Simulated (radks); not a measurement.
Values are calculated unless marked as measured or tabulated.
Pt4+, 74 electrons, occupied as [Xe] 4f14 5d6.

Code: a radial shooting solver on a logarithmic mesh with Libxc functionals. Model: Dirac Kohn-Sham, OLYP, spin-unpolarised, spherical densities, point nucleus; open shells fill j = l - 1/2 first.

Energy parts (eV):
total: -502034.99
kinetic: 574615.60
electron-nucleus: -1258772.29
Hartree: 191980.21
exchange-correlation: -9858.51

Orbitals (lengths in bohr, moments of r in powers of bohr; <r^-3> diverges for s and p1/2):
orbital,occ.,eigenvalue (eV),<r^-3>,<1/r>,<r>,small-component weight
1s1/2,2,-78359.29,-,94.02,0.01715,8.75e-02
2s1/2,2,-13804.27,-,23.06,0.07168,2.00e-02
2p1/2,2,-13231.55,-,23.00,0.05906,2.01e-02
2p3/2,4,-11502.73,19610,18.86,0.06749,1.79e-02
3s1/2,2,-3282.580,-,8.463,0.1865,6.67e-03
3p1/2,2,-3026.000,-,8.374,0.1767,6.61e-03
3p3/2,4,-2645.781,4537,7.296,0.1922,5.98e-03
3d3/2,4,-2219.836,791.7,7.196,0.1675,5.87e-03
3d5/2,6,-2137.785,660.0,6.948,0.1723,5.70e-03
4s1/2,2,-745.6926,-,3.577,0.4147,2.25e-03
4p1/2,2,-636.8968,-,3.467,0.4177,2.15e-03
4p3/2,4,-546.2025,1084,3.092,0.4516,1.91e-03
4d3/2,4,-368.2847,169.0,2.888,0.4612,1.71e-03
4d5/2,6,-351.3927,137.8,2.801,0.4724,1.65e-03
4f5/2,6,-123.7259,28.14,2.414,0.5104,1.27e-03
4f7/2,8,-120.2444,26.75,2.380,0.5176,1.25e-03
5s1/2,2,-152.3156,-,1.444,0.9462,5.60e-04
5p1/2,2,-117.2506,-,1.322,1.020,4.81e-04
5p3/2,4,-101.7555,183.1,1.192,1.110,4.12e-04
5d3/2,4,-53.6640,18.47,0.9246,1.404,2.57e-04
5d5/2,2,-51.8567,14.84,0.8970,1.443,2.44e-04
5f5/2,0,-18.6252,0.4374,0.3806,3.167,4.35e-05
5f7/2,0,-18.5764,0.4246,0.3785,3.182,4.31e-05
6s1/2,0,-43.1380,-,0.5748,2.249,1.15e-04
6p1/2,0,-34.7299,-,0.4974,2.567,8.75e-05
6p3/2,0,-32.4115,27.91,0.4603,2.748,7.73e-05
6d3/2,0,-21.7415,3.165,0.3639,3.511,5.46e-05
6d5/2,0,-21.4241,2.674,0.3602,3.555,5.42e-05

The highest occupied level is 5d5/2 at -51.857 eV. For comparison, the ionisation energy in NIST's Atomic Spectra Database is 56 eV (theoretical). In exact Kohn-Sham theory the highest level is minus the ionisation energy, but local and semilocal functionals leave it too shallow, through self-interaction and a potential that decays too fast; potentials with the right tail come closer. Summed over all electrons, <r^2> = 33.20 bohr^2, which gives a Langevin (diamagnetic) susceptibility term of -26.3 x 10^-6 cm^3/mol.

Beside tabulated values, note that spin-unpolarised runs miss the spin-polarisation part of the exchange energy of open shells.
